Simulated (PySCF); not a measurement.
**A survey of ¹⁷O NMR shifts**

Averaged over atoms made equivalent by symmetry, fast rotation or ring inversion, a single conformation, no relativistic terms, isolated molecule. GIAO PBE0/pcSseg-1 shieldings; structure optimised with PBE0-D3(BJ)/def2-SVP; PySCF.

Shieldings were converted by a linear fit to measured shifts: ¹⁷O: δ = 263.91 − 0.892σ (rms 13.5 ppm, 141 shifts, 14.3 ppm with the 1 outlier that the fit left out vs liquid water, solution or neat liquid). Occasional misses reach two or three times the rms, and more in compound classes unlike the fitted ones.

(1) Give the ¹⁷O shifts of `C[C@@H](F)OC=O`.

(2) Match the shifts 488.0, 248.8, -18.6 ppm to `C1=C[O][AlH2-][O+]=C1`, `CC(C)(C)C(=O)Cl`, `N#C[SiH2]O`.

## Answers

(1) 
```tsv
compound	environment	δ (ppm)
[CH3:1][C@@H:2]([F:3])[O:4][CH:5]=[O:6]	O6: ester carbonyl oxygen	369.2
[CH3:1][C@@H:2]([F:3])[O:4][CH:5]=[O:6]	O4: ester alkoxy oxygen	200.4
```

(2) 488.0: CC(C)(C)C(=O)Cl (carbonyl oxygen); 248.8: C1=C[O][AlH2-][O+]=C1 (oxygen bonded to C, Al, in a 6-membered ring); -18.6: N#C[SiH2]O (oxygen bonded to Si, H).
